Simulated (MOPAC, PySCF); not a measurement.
[Cd(OH)(NH2)], neutral singlet in the gas phase. 

Cartesian coordinates (Å):
```xyz
6

Cd     0.0723    -0.0016    -0.2097
O      1.5540     1.2614     0.0563
H      1.8497     1.2417     0.9769
N     -1.4353    -1.1971    -0.7685
H     -2.2771    -1.0071    -0.2197
H     -1.2126    -2.1785    -0.5857
```
Charge 0, multiplicity 1.

All levels are single points at this geometry (r2SCAN-D4/def2-SVP); Pople sets use spherical d functions. Orbital energies aren't observables, and empty levels follow the basis.

```json
[
 {"level": "B3LYP-D3(BJ)/def2-TZVP in PySCF", "HOMO (eV)": "-6.92", "LUMO (eV)": "-1.38", "gap (eV)": "5.53", "dipole (D)": "2.89", "vertical IE, Delta-SCF (eV)": "–"},
 {"level": "PBE-D3(BJ)/def2-TZVP in PySCF", "HOMO (eV)": "-5.81", "LUMO (eV)": "-1.87", "gap (eV)": "3.94", "dipole (D)": "2.74", "vertical IE, Delta-SCF (eV)": "–"},
 {"level": "TPSSh-D3(BJ)/def2-TZVP in PySCF", "HOMO (eV)": "-6.35", "LUMO (eV)": "-1.37", "gap (eV)": "4.99", "dipole (D)": "2.82", "vertical IE, Delta-SCF (eV)": "–"},
 {"level": "B3LYP/6-311+G** (LANL2DZ on Cd) in PySCF", "HOMO (eV)": "-6.83", "LUMO (eV)": "-1.56", "gap (eV)": "5.27", "dipole (D)": "3.13", "vertical IE, Delta-SCF (eV)": "–"},
 {"level": "B3LYP/6-31G* (LANL2DZ on Cd) in PySCF", "HOMO (eV)": "-6.36", "LUMO (eV)": "-1.05", "gap (eV)": "5.31", "dipole (D)": "2.91", "vertical IE, Delta-SCF (eV)": "8.94"},
 {"level": "B3LYP/LANL2DZ in PySCF", "HOMO (eV)": "-6.41", "LUMO (eV)": "-1.32", "gap (eV)": "5.09", "dipole (D)": "3.57", "vertical IE, Delta-SCF (eV)": "–"},
 {"level": "BP86/6-31G* (LANL2DZ on Cd) in PySCF", "HOMO (eV)": "-5.34", "LUMO (eV)": "-1.67", "gap (eV)": "3.68", "dipole (D)": "2.76", "vertical IE, Delta-SCF (eV)": "–"},
 {"level": "M06-2X/6-31G* (LANL2DZ on Cd) in PySCF", "HOMO (eV)": "-7.96", "LUMO (eV)": "0.03", "gap (eV)": "7.99", "dipole (D)": "3.13", "vertical IE, Delta-SCF (eV)": "–"},
 {"level": "PBE/6-31G* (LANL2DZ on Cd) in PySCF", "HOMO (eV)": "-5.23", "LUMO (eV)": "-1.57", "gap (eV)": "3.65", "dipole (D)": "2.75", "vertical IE, Delta-SCF (eV)": "–"},
 {"level": "SVWN5/6-31G* (LANL2DZ on Cd) in PySCF", "HOMO (eV)": "-5.42", "LUMO (eV)": "-1.81", "gap (eV)": "3.62", "dipole (D)": "2.88", "vertical IE, Delta-SCF (eV)": "–"},
 {"level": "HF/6-31G* (LANL2DZ on Cd) in PySCF", "HOMO (eV)": "-10.14", "LUMO (eV)": "1.90", "gap (eV)": "12.03", "dipole (D)": "3.37", "vertical IE, Delta-SCF (eV)": "7.76"},
 {"level": "PM3 in MOPAC", "HOMO (eV)": "-8.71", "LUMO (eV)": "0.53", "gap (eV)": "9.24", "dipole (D)": "3.63", "vertical IE, Delta-SCF (eV)": "–"},
 {"level": "PM7 in MOPAC", "HOMO (eV)": "-10.27", "LUMO (eV)": "-0.48", "gap (eV)": "9.79", "dipole (D)": "4.38", "vertical IE, Delta-SCF (eV)": "–"}
]
```
